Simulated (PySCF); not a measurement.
From a computed spectrum to the compound

A species of 4 atoms with charge 0 has these harmonic modes (PBE, small Gaussian bases with core potentials, PySCF 2.14.0):

| cm⁻¹ | km/mol | symmetry |
| --- | --- | --- |
| 92 | 1.1 | e |
| 92 | 1.1 | e |
| 106 | 4.3 | a1 |
| 323 | 53.2 | e |
| 323 | 53.2 | e |
| 336 | 12.2 | a1 |

Problem. Which species is it, and in which structure?

Solution. BiCl3 (singlet):
```xyz
4

Bi    0.0000    0.0000    0.3834
Cl    2.2057    0.0000   -0.7637
Cl   -1.1028    1.9102   -0.7637
Cl   -1.1029   -1.9102   -0.7637
```
Ideal gas at 298.15 K and 1 bar: S = 354.9 J/(mol K), Cp = 78.1 J/(mol K), H − H(0 K) = 18.8 kJ/mol (rigid rotor, harmonic modes, spin degeneracy alone). 
 The answer isn't unique; the calculation gave this one.
